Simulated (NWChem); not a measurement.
System: SiNH₅; SMILES N[SiH3]

Output (shortened):

```
             Northwest Computational Chemistry Package (NWChem) 7.3.0
             --------------------------------------------------------

                             Geometry "geometry" -> ""
                             -------------------------

 Output coordinates in angstroms (scale by  1.889725989 to convert to a.u.)

  No.       Tag          Charge          X              Y              Z
 ---- ---------------- ---------- -------------- -------------- --------------
    1 Si                  14.0000    -0.00811200     0.55879600     0.00000000
    2 N                    7.0000    -0.04301100    -1.17949000     0.00000000
    3 H                    1.0000    -0.71689700     1.02538100    -1.22112700
    4 H                    1.0000    -0.71689700     1.02538100     1.22112700
    5 H                    1.0000     1.33920300     1.21166900     0.00000000
    6 H                    1.0000     0.26848800    -1.67061900    -0.83027100
    7 H                    1.0000     0.26848800    -1.67061900     0.83027100

 Effective nuclear repulsion energy (a.u.)      64.3900755022

                              NWChem Property Module
                              ----------------------

                                 NWChem DFT Module
                                 -----------------

 Summary of "ao basis" -> "ao basis" (spherical)
 ------------------------------------------------------------------------------
       Tag                 Description            Shells   Functions and Types
 ---------------- ------------------------------  ------  ---------------------
 Si                       aug-cc-pvdz               11       27   5s4p2d
 N                        aug-cc-pvdz                9       23   4s3p2d
 H                        aug-cc-pvdz                5        9   3s2p

            General Information
            -------------------
          SCF calculation type: DFT
          Wavefunction type:  closed shell.
          No. of atoms     :     7
          No. of electrons :    26
           Alpha electrons :    13
            Beta electrons :    13
          Charge           :     0
          Spin multiplicity:     1
          Use of symmetry is: off; symmetry adaption is: off
          Maximum number of iterations: 150
          AO basis - number of functions:    95
                     number of shells:    45
          Convergence on energy requested:  1.00D-06
          Convergence on density requested:  1.00D-05
          Convergence on gradient requested:  5.00D-04

              XC Information
              --------------
                         PBE0 Method XC Functional
                     Hartree-Fock (Exact) Exchange  0.250
          PerdewBurkeErnzerhof Exchange Functional  0.750
            Perdew 1991 LDA Correlation Functional  1.000 local
           PerdewBurkeErnz. Correlation Functional  1.000 non-local

             Grid Information
             ----------------
          Grid used for XC integration:  medium
          Radial quadrature: Mura-Knowles
          Angular quadrature: Lebedev.
          Tag              B.-S. Rad. Rad. Pts. Rad. Cut. Ang. Pts.
          ---              ---------- --------- --------- ---------
          Si                  1.10       88          13.0       590
          N                   0.65       49          13.0       434
          H                   0.35       45          14.0       434
          Grid pruning is: on
          Number of quadrature shells:   362
          Spatial weights used:  Erf1

      Superposition of Atomic Density Guess
      -------------------------------------

 Sum of atomic energies:        -345.63538656

      Non-variational initial energy
      ------------------------------

 Total energy =    -346.438708
 1-e energy   =    -603.937265
 2-e energy   =     193.108482
 HOMO         =      -0.339885
 LUMO         =       0.004951

   convergence    iter        energy       DeltaE   RMS-Dens  Diis-err
 ---------------- ----- ----------------- --------- --------- ---------
 d= 0,ls=0.0,diis     1   -347.0419389704 -4.11D+02  8.43D-03  2.84D-01
 d= 0,ls=0.0,diis     2   -347.0385522278  3.39D-03  3.80D-03  3.12D-01
 d= 0,ls=0.0,diis     3   -347.0722990024 -3.37D-02  8.37D-04  1.70D-02
 d= 0,ls=0.0,diis     4   -347.0742088353 -1.91D-03  1.42D-04  2.04D-04
 d= 0,ls=0.0,diis     5   -347.0742394549 -3.06D-05  3.74D-05  5.29D-06
 d= 0,ls=0.0,diis     6   -347.0742402280 -7.73D-07  5.07D-06  2.92D-07

         Total DFT energy =     -347.074240227983
      One electron energy =     -606.374474097740
           Coulomb energy =      224.413424506904
    Exchange-Corr. energy =      -29.503266139310
 Nuclear repulsion energy =       64.390075502163

 Numeric. integr. density =       26.000003289081

                       DFT Final Molecular Orbital Analysis
                       ------------------------------------

 Vector   11  Occ=2.000000D+00  E=-3.594141D-01
              MO Center=  1.7D-01,  5.1D-01,  5.2D-09, r^2= 2.7D+00
   Bfn.  Coefficient  Atom+Function         Bfn.  Coefficient  Atom+Function
  ----- ------------  ---------------      ----- ------------  ---------------
     9      0.325230  1 Si px                69      0.281559  5 H  s
    12      0.226575  1 Si px                32      0.192008  2 N  px
    51     -0.189037  3 H  s                 60     -0.189037  4 H  s
    35      0.137014  2 N  px                33      0.133280  2 N  py
    70      0.081059  5 H  s                 10     -0.075018  1 Si py

 Vector   12  Occ=2.000000D+00  E=-3.494783D-01
              MO Center= -4.7D-01,  8.1D-01, -2.1D-09, r^2= 2.3D+00
   Bfn.  Coefficient  Atom+Function         Bfn.  Coefficient  Atom+Function
  ----- ------------  ---------------      ----- ------------  ---------------
    14      0.347919  1 Si pz                11      0.338662  1 Si pz
    51     -0.319109  3 H  s                 60      0.319109  4 H  s
    34     -0.095297  2 N  pz                78      0.089684  6 H  s
    87     -0.089684  7 H  s                 79      0.077496  6 H  s
    88     -0.077496  7 H  s                 21      0.069168  1 Si d  1

 Vector   13  Occ=2.000000D+00  E=-2.732173D-01
              MO Center=  6.6D-02, -6.7D-01, -1.1D-09, r^2= 2.3D+00
   Bfn.  Coefficient  Atom+Function         Bfn.  Coefficient  Atom+Function
  ----- ------------  ---------------      ----- ------------  ---------------
    32      0.496008  2 N  px                35      0.363878  2 N  px
    69     -0.213145  5 H  s                 12     -0.164752  1 Si px
    30     -0.155302  2 N  s                 33      0.111329  2 N  py
    38      0.107273  2 N  px                18     -0.104573  1 Si d -2
    31     -0.101212  2 N  s                  9     -0.089872  1 Si px

 Vector   14  Occ=0.000000D+00  E=-1.231417D-02
              MO Center=  4.7D-01, -1.3D+00,  1.6D-09, r^2= 1.0D+01
   Bfn.  Coefficient  Atom+Function         Bfn.  Coefficient  Atom+Function
  ----- ------------  ---------------      ----- ------------  ---------------
     5      1.590805  1 Si s                 53     -0.558746  3 H  s
    62     -0.558746  4 H  s                 80     -0.542375  6 H  s
    89     -0.542375  7 H  s                  4     -0.394333  1 Si s
    16      0.336290  1 Si py                30      0.319549  2 N  s
    71     -0.315707  5 H  s                 31      0.254312  2 N  s

 Vector   15  Occ=0.000000D+00  E= 1.243434D-02
              MO Center=  3.4D-02,  2.3D+00, -1.3D-09, r^2= 1.2D+01
   Bfn.  Coefficient  Atom+Function         Bfn.  Coefficient  Atom+Function
  ----- ------------  ---------------      ----- ------------  ---------------
     5      4.256889  1 Si s                 71     -1.463375  5 H  s
    31     -1.369134  2 N  s                 53     -1.266805  3 H  s
    62     -1.266806  4 H  s                 39     -0.532678  2 N  py
    13     -0.449236  1 Si py                16     -0.410745  1 Si py
     4      0.283821  1 Si s                 80     -0.258737  6 H  s

 Vector   16  Occ=0.000000D+00  E= 2.457430D-02
              MO Center=  8.7D-01, -6.8D-01,  2.1D-08, r^2= 1.6D+01
   Bfn.  Coefficient  Atom+Function         Bfn.  Coefficient  Atom+Function
  ----- ------------  ---------------      ----- ------------  ---------------
    17      1.518507  1 Si pz                80     -1.253629  6 H  s
    89      1.253629  7 H  s                 53      1.159635  3 H  s
    62     -1.159635  4 H  s                 40     -0.695666  2 N  pz
    79     -0.273523  6 H  s                 88      0.273523  7 H  s
    37     -0.160959  2 N  pz                34     -0.112434  2 N  pz

     Multipole analysis of the density
     ---------------------------------

     L   x y z        total         alpha         beta         nuclear
     -   - - -        -----         -----         ----         -------
     0   0 0 0     -0.000000    -13.000000    -13.000000     26.000000

     1   1 0 0      0.323091      0.135335      0.135335      0.052421
     1   0 1 0     -0.362867      0.302424      0.302424     -0.967715
     1   0 0 1     -0.000000     -0.000000     -0.000000      0.000000

[...]

 DFT Linear Response polarizability / au
 Frequency  =       0.0000000 / au
              X              Y              Z
 -----------------------------------------------
 X      38.2386451      0.9350418      0.0000000
 Y       0.9350333     42.3237438      0.0000000
 Z       0.0000000      0.0000000     37.7088062
 -----------------------------------------------
 Eigenvalues =      38.0347949     42.5275940     37.7088062
 Isotropic   =      39.4237317
 Anisotropic =       4.6643450
 -----------------------------------------------

 Magnetic Dipole Response Matrix (nonzero elements):

 Exiting AOResponse driver routine
```

Level: PBE0/aug-cc-pVDZ. The geometry was optimised at B3LYP/6-31G* (spherical d).

Q: Reconstruct the input file.

A: This is not unique; one that fits is the input that was run:
```
start job
memory heap 200 mb stack 900 mb global 1100 mb
geometry units angstroms noautosym nocenter noautoz
  Si    -0.008112     0.558796     0.000000
  N     -0.043011    -1.179490     0.000000
  H     -0.716897     1.025381    -1.221127
  H     -0.716897     1.025381     1.221127
  H      1.339203     1.211669     0.000000
  H      0.268488    -1.670619    -0.830271
  H      0.268488    -1.670619     0.830271
end
basis spherical
  Si library aug-cc-pvdz
  N library aug-cc-pvdz
  H library aug-cc-pvdz
end
dft
  xc pbe0
  iterations 150
end
property
  response 1 0.0
end
task dft property
```
